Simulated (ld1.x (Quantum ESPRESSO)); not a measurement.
Pb (Z = 82): one change to a TM potential, before and after

* Element: Pb
* Generator: ld1.x (Quantum ESPRESSO) 7.5
* Type: norm-conserving Troullier–Martins (Kleinman–Bylander form)
* Functional: PBEsol
* Relativity: scalar-relativistic
* Frozen core: [Xe] 4f14 5d10
* Valence charge: 4
* Reference configuration: 6s2 6p2
* Partial waves: 6p (bound): rc 2.60 bohr; 6d channel at 0.5 Ry: rc 2.55 bohr; 6s (bound): rc 1.85 bohr
* Local potential: the s channel
* Core correction: a·sin(br)/r model core, default radius (core density twice the valence density)

Change: wave 6s (bound): rc 1.85 bohr becomes 6s (bound): rc 1.18 bohr.

Cutoffs: the cutoffs (Ry, on a coarse ladder) from which the occupation-weighted sum of valence levels, in a spherical-Bessel basis at the reference potential, stays within 10 and 1 mRy of its value at 400 Ry; they do not see the model core or the augmentation charge, which bear on the density cutoff. Errors are all-electron minus pseudo energies relative to the spin-unpolarised reference configuration.

Task: What does the change do?

Result: The bound ghosts move from d to d, p, s; the miss of the reference levels goes from 0.00 to 0.22 eV; the number of tests that count goes from 7 to 5; of the 5 tests that both files solve, the error grows in 5 and shrinks in 0 by more than 15 % and 0.3 meV (median size 18.2 → 131.4 meV). That the errors move this way runs against the usual rule that smaller radii transfer better.

```csv
quantity,base,changed
"cutoffs, loose and tight","21 Ry, 45 Ry",not determined
bound ghosts,d,"p, d, s (extra level of the local part)"
"largest miss of a reference level, eV",0.00,0.22
"tests counted (converged, no solver errors)",7 of 7,5 of 7
"error for 6s2 6p1, meV [ΔE 6.60 eV]",-18,-149
"error for 6s2 6p2.3, meV [ΔE -0.80 eV]",+0.1,+19
"error for 6s1 6p3, meV [ΔE 8.77 eV]",-39,-131
"error for 6s2 6p1.5, meV [ΔE 2.50 eV]",-3.5,-55
"error for 6s0 6p4, meV [ΔE 17.91 eV]",-150,-226
s: phases at 2.86 bohr within 0.05 rad from the reference energy up to (Ry; the scan ends near 5),1.9,1.4
p: phases at 2.86 bohr within 0.05 rad from the reference energy up to (Ry; the scan ends near 5),2.8,n/a
d: phases at 2.86 bohr within 0.05 rad from the reference energy up to (Ry; the scan ends near 5),0.9,0.7
```

Changed file: Tests not counted: 6s2 6p0 (pseudo-atom not self-consistent, printed error -588 meV); 6s1 6p0 (pseudo-atom not self-consistent, printed error -862 meV). A true bound ghost makes a file unfit for plane-wave use even where its test errors are small: the radial tests pick states by their node count and pass the ghost by.
